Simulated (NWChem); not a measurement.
# Ionisation of O₄Ru

```xyz
5

Ru     0.0000     0.0000     0.0000
O      0.0000     1.3708    -0.9693
O      0.0000    -1.3708    -0.9693
O     -1.3708     0.0000     0.9693
O      1.3708     0.0000     0.9693
```
Charge 0, spin multiplicity 1.

All runs are NWChem calculations. The geometry was optimised at B3LYP/def2-SVP with def2 effective core potentials on Ru, a minimum by its harmonic frequencies.

Basis set: def2-SVPD. The species with one electron less has spin multiplicity 2 and keeps the geometry of the parent. Δ marks differences of total energies (open shells unrestricted). −ε marks an orbital energy of the parent. That orbital need not have the symmetry of the hole or added electron in the Δ rows.

Effective core potentials replace the inner electrons of Ru; spin-orbit coupling is left out. B3LYP has NWChem's definition, with VWN1-RPA local correlation. The structure started from a generated list of species. No SCF solution was tested for a lower state.

Order these methods by the first vertical ionisation energy they give, lowest first: G0W0@PBE0, −ε(HOMO) of B3LYP, G0W0@PBE, ΔPBE, −ε(HOMO) of PBE.

−ε(HOMO) of PBE (9.01 eV), −ε(HOMO) of B3LYP (10.34 eV), G0W0@PBE (11.07 eV), G0W0@PBE0 (11.74 eV), ΔPBE (12.43 eV)
